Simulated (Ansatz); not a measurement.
A nudged elastic band was laid between two geometries of BH₃NOS (7 atoms, charge -1, multiplicity 1).

Method: Ansatz, RKS B3LYP/STO-3G.

```json
{
  "movable images": "9",
  "climbing image": "yes",
  "spring": "5.0 eV/Å²",
  "optimiser": "quadratic models (default)",
  "start path": "through a guess of the saddle point",
  "force threshold": "0.03 eV/Å",
  "iteration limit": "60",
  "end points": "relaxed"
}
```

First end point:

```xyz
7
Properties=species:S:1:pos:R:3
N -0.604 1.009 0.249
B -0.089 -0.424 0.035
O 1.339 -0.374 0.316
S -0.985 -1.785 -0.378
H 0.124 1.721 -0.048
H -1.414 1.207 -0.398
H 1.629 -1.353 0.225
```

Last end point:

```xyz
7
Properties=species:S:1:pos:R:3
N -0.708 1.068 0.253
B 0.426 -0.012 0.223
O 1.650 0.153 0.490
S -0.434 -1.688 -0.233
H -0.267 2.002 0.003
H -1.366 0.914 -0.566
H 0.699 -2.437 -0.169
```

(1) What changes between the two ends?

(2) What energy profile does the band end with?

(3) What is the geometry of the highest image?

(4) What are the harmonic wavenumbers there?

Answers

(1) Bonds broken: O3–H7. Bonds formed: S4–H7.

(2) The forces met the threshold. The highest image is number 5 of 0 to 10, 1.11 eV above the first end and 1.39 eV above the last; the last end lies 0.28 eV below the first. A vibrational analysis at the climbing image gives one clearly imaginary mode, 1271i cm⁻¹: a first-order saddle point. The orbitals stay closed-shell, which can raise the energy where a bond breaks towards radicals; this wasn't checked here. Limits of this set-up: minimal basis, an anion without diffuse functions, the dipole of an ion depends on the origin.

```
image  path coordinate (Å)  energy (eV)  O3–H7 (Å)  S4–H7 (Å)
    0                 0.00         0.00       1.02       2.72
    1                 0.21         0.06       1.03       2.50
    2                 0.42         0.22       1.04       2.25
    3                 0.62         0.49       1.07       1.99
    4                 0.83         0.88       1.20       1.75
    5                 1.04         1.11       1.42       1.56
    6                 1.28         0.83       1.72       1.42
    7                 1.53         0.34       2.04       1.36
    8                 1.77        -0.03       2.34       1.36
    9                 2.01        -0.23       2.62       1.36
   10                 2.26        -0.28       2.84       1.36
```

(3) 
```xyz
7
Properties=species:S:1:pos:R:3
N -0.640 1.096 0.255
B 0.129 -0.214 0.118
O 1.447 -0.378 0.316
S -0.524 -1.876 -0.250
H -0.007 1.907 0.005
H -1.397 1.158 -0.481
H 0.993 -1.693 0.038
```

(4) 1271i, 256, 328, 476, 581, 738, 762, 1049, 1077, 1262, 1656, 1866, 1984, 3443, 3624 cm⁻¹.

Run time: 2.3 min on 1 thread of Arm Neoverse V1 (shared host), peak memory 0.087 GiB.
